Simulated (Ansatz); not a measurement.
Worked example: BH2I + InH2(OH) → BH2(OH) + InH2I

Species: BH2I `BI`, singlet; InH2(OH), singlet; BH2(OH), singlet; InH2I `[InH2][I]`, singlet. The partners trade I for OH: B–I and In–OH bonds give way to B–OH and In–I.

Shapes, held fixed at every level: PBE0-D4/def2-TZVP. Programs: Ansatz 0.2.0. The zero-point and thermal change to 298 K, harmonic and unscaled (PBE0-D4/def2-TZVP), is +7.2 kJ/mol.

At CCSD(T)/def2-TZVPP; 1 Eh = 2625.50 kJ/mol:

| species | energy (Eh) |
| --- | --- |
| BH2I | -323.125743 |
| InH2(OH) | -266.411415 |
| BH2(OH) | -101.752038 |
| InH2I | -487.854841 |

Question: Work out ΔH(298 K) of the reaction at this level.

Answer: 
1. Products less reactants: (-101.752038) + (-487.854841) − [(-323.125743) + (-266.411415)] = -0.069721 Eh = -183.1 kJ/mol.
2. With the thermal change: -183.1 + (+7.2) = -175.9 kJ/mol.

Other levels give -230.7 (HF/def2-SVP) to -177.1 kJ/mol (MP2/def2-TZVPP). No measured value is set beside it here. For atoms past krypton def2 sets carry core potentials with scalar relativity. Correlated rows may include outer-core shells of I, In, which these sets cover unevenly.
